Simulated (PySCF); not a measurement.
**UHF on Ce (cerium, neutral)**

Configuration: [Xe] 4f2 5d1 6s1, one real determinant (an excited configuration). Calculation: PySCF 2.14, in ANO-RCC-VTZP; the spin-free X2C one-electron Hamiltonian (Gaussian nucleus).

```
Total energy                                                  : -8855.862336 hartree
One-electron energy                                           : -12093.5062 hartree
Hartree (Coulomb) energy                                      : 3446.8741 hartree
Exchange energy                                               : -209.2302 hartree
⟨S²⟩                                                          : 6.0041
⟨L²⟩                                                          : 29.901
Sum of ⟨r⟩                                                    : 43.38 bohr
Sum of ⟨r²⟩                                                   : 87.18 bohr²
Traceless quadrupole moment −½Σ⟨3z² − r²⟩ along its main axis : -3.63 e·bohr²
Langevin diamagnetic susceptibility                           : -69.0 ×10⁻⁶ cm³/mol
```

```tsv
shell	electrons	mean orbital energy (hartree)	spread (hartree)	rms radius, mean of both spins (bohr)
1s α	1	-1493.02464	0	0.0280
1s β	1	-1493.02400	0	0.0280
2s α	1	-242.82074	0	0.114
2s β	1	-242.81816	0	0.114
2p α	3	-217.43569	0.00183	0.102
2p β	3	-217.43376	0.00050	0.102
3s α	1	-53.71465	0	0.296
3s β	1	-53.68685	0	0.296
3p α	3	-45.42829	0.00302	0.297
3p β	3	-45.39767	0.00708	0.297
3d α	5	-33.54240	0.02187	0.274
3d β	5	-33.50812	0.01125	0.274
4s α	1	-11.37220	0	0.678
4s β	1	-11.28263	0	0.678
4p α	3	-8.57121	0.00350	0.720
4p β	3	-8.47130	0.01508	0.720
4d α	5	-4.41031	0.09289	0.808
4d β	5	-4.27553	0.03832	0.808
5s α	1	-1.69916	0	1.67
5s β	1	-1.63261	0	1.67
5p α	3	-0.93907	0.01560	1.96
5p β	3	-0.87101	0.01115	1.96
4f α	2	-0.24748	0.01986	1.45
6s α	1	-0.16579	0	4.75
5d α	1	-0.15622	0	4.44
```

⟨L²⟩ = 29.90 against 56 for a pure K term, so this real determinant mixes terms. Spin-orbit coupling, absent here, splits the open shell strongly.

Densities and radii are taken from the X2C orbitals without a picture-change correction, which distorts them close to the nucleus.

Spin-orbit constants ζ (cm⁻¹) from the X2C one-electron operator on these orbitals: bare nucleus, nucleus screened by l(l+1)(2l+1)/3 electrons, and screened by the Breit-Pauli mean field of the electrons.

```json
{"shell": "2p", "bare": "2355000", "screened nucleus": "2274000", "mean field": "n/a"}
{"shell": "3p", "bare": "468500", "screened nucleus": "452400", "mean field": "n/a"}
{"shell": "3d", "bare": "72260", "screened nucleus": "59800", "mean field": "n/a"}
{"shell": "4p", "bare": "97030", "screened nucleus": "93680", "mean field": "n/a"}
{"shell": "4d", "bare": "12290", "screened nucleus": "10170", "mean field": "n/a"}
{"shell": "4f", "bare": "1298", "screened nucleus": "671.3", "mean field": "n/a"}
{"shell": "5p", "bare": "11930", "screened nucleus": "11520", "mean field": "n/a"}
{"shell": "5d", "bare": "525.8", "screened nucleus": "435.2", "mean field": "n/a"}
```

To first order the Landé constant is A = 151.0 cm⁻¹, so the lowest level has J = 5 and lies 0.299 eV below the centre of the term. This holds in LS coupling only.
